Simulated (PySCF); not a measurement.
Se(SH)(SMe) (CH4S2Se), SMILES CS[Se]S. Heavy atoms are numbered as in [Se:1]([SH:2])[S:4][CH3:5]. Hydrogens are named by the atom that carries them.

Geometry: PBE-D3(BJ)/def2-SVP. This is a generated structure with no PubChem entry under its InChIKey; it may be hypothetical. Other conformers were not sampled.

Computed with PBE/pcSseg-1 run with PySCF.

GIAO shieldings, no solvent; atoms alike by connectivity are averaged. δ = σ(ref) − σ: ⁷⁷Se against Me2Se (σ = 1634.8 ppm); ³³S against H2S (σ = 706.5 ppm); ¹H against TMS (σ = 31.49 ppm); ¹³C against TMS (σ = 182.0 ppm), references at their B3LYP-D3(BJ)/def2-TZVP geometries, non-relativistic.

Computed chemical shifts:
```tsv
nucleus	atoms	count	δ (ppm)
⁷⁷Se	Se1	1	964.2
³³S	S4	1	376.6
³³S	S2 (SH)	1	261.5
¹H	H on S2	1	4.35
¹H	H on C5	3	2.96
¹³C	C5 (CH3)	1	32.1
```
